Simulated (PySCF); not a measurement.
N$_{2}$, singlet, geometry from GFN2-xTB; PySCF with WB97X-V/6-31G**.

Input for PySCF:
```python
from pyscf import gto, scf, dft

mol = gto.Mole()
mol.atom = '''
    N    -0.00000000   -0.00000000   -0.54911021
    N     0.00000000    0.00000000    0.54911021
'''
mol.basis = '6-31g**'
mol.verbose = 4
mol.build()

mf = dft.RKS(mol)
mf.xc = 'wb97x_v'
mf.kernel()
```

The log (banner, timings and long lists left out):

```
PySCF version 2.14.0

[INPUT] verbose = 4
[INPUT] num. atoms = 2
[INPUT] num. electrons = 14
[INPUT] charge = 0
[INPUT] spin (= nelec alpha-beta = 2S) = 0
[INPUT] symmetry False subgroup None
[INPUT] Mole.unit = angstrom
[INPUT] Symbol           X                Y                Z      unit          X                Y                Z       unit  Magmom
[INPUT]  1 N      0.000000000000   0.000000000000  -0.549110210000 AA    0.000000000000   0.000000000000  -1.037667909102 Bohr   0.0
[INPUT]  2 N      0.000000000000   0.000000000000   0.549110210000 AA    0.000000000000   0.000000000000   1.037667909102 Bohr   0.0

nuclear repulsion = 23.6106366835539
number of shells = 12
number of NR pGTOs = 54
number of NR cGTOs = 28
basis = 6-31g**
ecp = {}

******** <class 'pyscf.dft.rks.RKS'> ********
method = RKS
initial guess = minao
damping factor = 0
level_shift factor = 0
DIIS = <class 'pyscf.scf.diis.CDIIS'>
diis_start_cycle = 1
diis_space = 8
diis_damp = 0
SCF conv_tol = 1e-09
SCF conv_tol_grad = None
SCF max_cycles = 50
direct_scf = True
direct_scf_tol = 1e-13
XC library pyscf.dft.libxc version 7.1.2
    S. Lehtola, C. Steigemann, M. J. T. Oliveira, and M. A. L. Marques,  SoftwareX 7, 1–5 (2018)
XC functionals = wb97x_v
    N. Mardirossian and M. Head-Gordon,  Phys. Chem. Chem. Phys. 16, 9904–9924 (2014)
radial grids:
    Treutler-Ahlrichs [JCP 102, 346 (1995); DOI:10.1063/1.469408] (M4) radial grids

becke partition: Becke, JCP 88, 2547 (1988); DOI:10.1063/1.454033
pruning grids: <function nwchem_prune>
grids dens level: 3
symmetrized grids: False
atomic radii adjust function: <function treutler_atomic_radii_adjust>
** Following is NLC and NLC Grids **
NLC functional = wb97x_v
radial grids:
    Treutler-Ahlrichs [JCP 102, 346 (1995); DOI:10.1063/1.469408] (M4) radial grids

becke partition: Becke, JCP 88, 2547 (1988); DOI:10.1063/1.454033
pruning grids: <function nwchem_prune>
grids dens level: 3
symmetrized grids: False
atomic radii adjust function: <function treutler_atomic_radii_adjust>
small_rho_cutoff = 0
Set gradient conv threshold to 3.16228e-05
Initial guess from minao.
tot grids = 27808
tot grids = 27808
init E= -109.538506738416
  HOMO = -0.391898197335385  LUMO = 0.00668438080125295  gap/eV = 10.84598
cycle= 1 E= -109.484748230272  delta_E= 0.0538  |g|= 0.164  |ddm|=  1.8
  HOMO = -0.554713013747126  LUMO = 0.0678334882708462  gap/eV = 16.94035
cycle= 2 E= -109.490261136822  delta_E= -0.00551  |g|= 0.0539  |ddm|= 0.154
  HOMO = -0.533004889151351  LUMO = 0.0909376161965279  gap/eV = 16.97834
cycle= 3 E= -109.490894688488  delta_E= -0.000634  |g|= 0.00388  |ddm|= 0.0421
  HOMO = -0.535505522389985  LUMO = 0.0889172238228231  gap/eV = 16.99141
cycle= 4 E= -109.490899019573  delta_E= -4.33e-06  |g|= 0.000599  |ddm|= 0.00501
  HOMO = -0.535181106900587  LUMO = 0.0891751510194067  gap/eV = 16.98960
cycle= 5 E= -109.490899126871  delta_E= -1.07e-07  |g|= 5.67e-05  |ddm|= 0.00082
  HOMO = -0.535193213849511  LUMO = 0.0891668209553524  gap/eV = 16.98970
cycle= 6 E= -109.490899128354  delta_E= -1.48e-09  |g|= 3.67e-06  |ddm|= 9.67e-05
  HOMO = -0.535193338812526  LUMO = 0.0891674535951619  gap/eV = 16.98972
cycle= 7 E= -109.49089912836  delta_E= -5.46e-12  |g|= 3.26e-07  |ddm|= 6.27e-06
  HOMO = -0.535193333239647  LUMO = 0.0891674701158661  gap/eV = 16.98972
Extra cycle  E= -109.49089912836  delta_E= -1.71e-13  |g|= 7.51e-08  |ddm|= 1.36e-06
converged SCF energy = -109.49089912836
```
